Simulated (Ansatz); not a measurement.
Abridged output of a molecular run in Ansatz:

```
Functional definition: HF
2242 factors; integrals over basis functions are off by at most 1.5e-3 eV
mean field evaluation 1: about -82642.3946 eV, gradient 4.1e1 eV
mean field evaluation 2: about -82642.6084 eV, gradient 4.1e1 eV
mean field evaluation 4: about -82647.3984 eV, gradient 5.2e0 eV
mean field evaluation 8: about -82647.4817 eV, gradient 6.0e-2 eV
mean field -82647.48171417 eV, -3037.2389325205 hartree, gradient 8.0e-7 eV, S^2 0.000000; 0 other end points of the search recorded, 0 dependent functions left out
19 core orbitals not correlated: weight in the atoms' cores, before any rotation towards them, 1.000 or more for the frozen orbitals, at most 0.000 for the correlated occupied ones
reference -82647.48171417 eV, -3037.2389325205 hartree; 35, 35 occupied and 158, 158 virtual orbitals, 2242 factors
second order -33.77151673 eV of doubles, -0.00000000 eV of singles
cycle   1  -35.11795348 eV  change    -1.3e0 eV  update   1.2e-1
cycle   2  -35.98899009 eV  change   -8.7e-1 eV  update   3.5e-2
cycle   3  -36.14262152 eV  change   -1.5e-1 eV  update   1.6e-2
cycle   4  -36.13978786 eV  change    2.8e-3 eV  update   3.9e-3
cycle   5  -36.14068716 eV  change   -9.0e-4 eV  update   1.9e-3
cycle   6  -36.14098226 eV  change   -3.0e-4 eV  update   7.1e-4
cycle   7  -36.14068547 eV  change    3.0e-4 eV  update   3.4e-4
cycle   8  -36.14071164 eV  change   -2.6e-5 eV  update   1.2e-4
cycle   9  -36.14071642 eV  change   -4.8e-6 eV  update   3.9e-5
perturbative correction -1.05646757 eV, -0.0388244672 hartree
Total energy: -82684.67889816 eV, -3038.6059038190 hartree
```

Its atoms:

Cartesian coordinates in Å:
```
C 2.6410 -0.3768 -0.9943
C 1.2881 -0.4189 -1.6884
Sn -0.2109 0.6724 -0.6197
C -2.1239 0.9557 -1.5302
Br 0.6567 2.9963 -0.2717
N -0.2994 -0.0763 1.2540
C -1.0924 0.5960 2.2506
C -0.2366 -1.5017 1.4458
H 3.3914 -0.9334 -1.5633
H 2.9996 0.6491 -0.8863
H 2.5957 -0.8098 0.0075
H 0.9256 -1.4440 -1.8068
H 1.3386 0.0172 -2.6889
H -2.5902 -0.0103 -1.7282
H -2.7545 1.5310 -0.8530
H -2.0070 1.5040 -2.4646
H -0.6883 0.3992 3.2532
H -1.0640 1.6781 2.0998
H -2.1490 0.2782 2.2598
H -1.2223 -1.9970 1.4118
H 0.3965 -1.9726 0.6881
H 0.2050 -1.7365 2.4246
```

Problem. Which basis set was used?
A. def2-SVP
B. def2-TZVPPD
C. def2-QZVPP
D. cc-pV(Q+d)Z

Solution. A. It gives 212 functions.

Problem. Write the keys of the input that set method, charge and spin (a neutral closed shell needs none for the last two).

Solution. 
```yaml
correlation: {method: ccsd_t}
```
